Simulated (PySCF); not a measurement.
Telling isomers of C₆H₈N₂ apart by NMR

Computed data (PySCF): NMR shieldings at PBE0/pcSseg-1/GIAO, structure optimised with GFN2-xTB. No solvent, one computed conformer, averaged over atoms made equivalent by symmetry, fast rotation or ring inversion, non-relativistic Hamiltonian.

δ = σ(ref) − σ, references computed at the same level: ¹H (31.72 ppm), ¹³C (186.93 ppm) vs TMS. Where no couplings were computed, multiplicities follow the n + 1 count of equivalent neighbours, and m marks all less simple cases (inequivalent or close neighbours, rings, F or P nearby). Shifts are as computed. Against solution values, carbons near 30 ppm lie about +3 ppm off and those near 130 ppm about +5 ppm. Of 1211 compounds with measured shifts, 218 miss one by over three times the rms of a fit or turn the order of signals round; such compounds aren't used in these exercises. OH and NH positions are gas-phase values without hydrogen bonding to other molecules.

(1) Tabulate the signals of `C/N=C\c1cc[nH]c1`, `Cc1cnncc1C` and their relative energies.

(2) What is the quickest way to tell C/N=C\c1cc[nH]c1 from Cc1cnncc1C?

Results:

(1) 
```json
{"SMILES": "C/N=C\\c1cc[nH]c1", "carbon types": "1×C 4×CH 1×CH3", "δC": "161.0, 125.3, 122.3, 120.5, 118.1, 42.9", "δH": "8.55 (s, 1H), 7.91 (br s, 1H), 6.99 (m, 1H), 6.73 (m, 1H), 6.61 (m, 1H), 3.66 (s, 3H)", "E rel. (kcal/mol)": "0.0"}
{"SMILES": "Cc1cnncc1C", "carbon types": "2×C 2×CH 2×CH3", "δC": "155.7, 139.3, 18.3", "δH": "9.30 (s, 2H), 2.28 (s, 6H)", "E rel. (kcal/mol)": "1.3"}
```

Energies are electronic energies at PBE0/pcSseg-1 on these geometries, without zero-point or thermal terms, each for the one conformer computed, which needn't be the lowest.

(2) Count the carbon signals: 6 against 3. The first has an aromatic CH at 118.1 ppm, the second a methyl carbon on an aromatic ring (CH3) at 18.3 ppm. Their most deshielded carbons lie at 161.0 and 155.7 ppm. In the proton spectra the most deshielded non-exchanging signals are 8.55 (s, 1H) and 9.30 (s, 2H).
